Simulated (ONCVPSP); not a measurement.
**Potentials for O (Z = 8) compared**

Generated with ld1.x 7.5 (TM, RRKJ, ultrasoft, PAW), atompaw 4.2 or ONCVPSP 4.0.1. The cutoff is in Ry: for ld1.x and atompaw files where the sum of valence levels is converged to 10 mRy in a Bessel basis, for ONCV files where the hardest occupied wave has 1 mHa per electron of residual kinetic energy. The error is the largest all-electron minus pseudo excitation energy over each file’s own four to seven test configurations (ionisations up to +4, promotions, holes and added fractions of an electron), all of which were solved. The labels leave out finer settings (local radius, basis sizes, second energies), which also bear on the numbers. Spin-polarised tests are not counted. The rows are a selection from randomly drawn settings: files with unsolved tests, undetermined cutoffs or missed reference levels are left out.

A true bound ghost makes a file unfit for plane-wave use even where its test errors are small: the radial tests pick states by their node count and pass the ghost by.

```csv
potential,cutoff (Ry),largest error (meV),bound ghosts
"ONCV, PBE, scalar-relativistic, rc 0.90/1.70/1.80 (spd), local smoothed, core correction no, reference 2s2 2p4, qcut 7/8.3/4.7, projectors 1/2/1",288,+3810,none
"ONCV, LDA (Perdew-Wang 92), scalar-relativistic, rc 0.70/1.40/1.40 (spd), local smoothed, core correction yes, reference 2s2 2p4, qcut 7.4/11.1/7.2, projectors 2/2/2",175,+498,none
"ONCV, LDA (Perdew-Wang 92), scalar-relativistic, rc 0.60/2.10 (sp), local smoothed, core correction no, reference 2s2 2p3.5, qcut 13.2/7.5, projectors 2/2",187,+5306,s
"ONCV, PBE, fully relativistic, rc 0.40/1.90/1.45 (spd), local smoothed, core correction no, reference 1s2 2s2 2p2, qcut 26/8.8/7.2, projectors 2/2/2",1571,-893,"d3/2, d5/2"
```

(1) Fill in the row for O: ONCV, Wu-Cohen, scalar-relativistic, rc 0.70/1.70/1.80 (spd), local smoothed, core correction yes, reference 2s1.75 2p4.25, qcut 9.4/9/5.1, projectors 1/2/3.

(2) Fill in the row for O: ONCV, LDA (Perdew-Wang 92), scalar-relativistic, rc 0.80/2.05 (sp), local s, core correction yes, reference 2s1.75 2p4.25, qcut 7.7/5.5, projectors 0/2.

(3) Fill in the row for O: ONCV, PBEsol, scalar-relativistic, rc 0.75/1.60 (sp), local smoothed, core correction yes, reference 2s2 2p2.5, qcut 8.1/8.1, projectors 2/3.

Results:

(1) cutoff 83 Ry, largest error +384 meV, bound ghosts: none.

(2) cutoff 158 Ry, largest error +10177 meV, bound ghosts: none.

(3) cutoff 130 Ry, largest error +98 meV, bound ghosts: none.
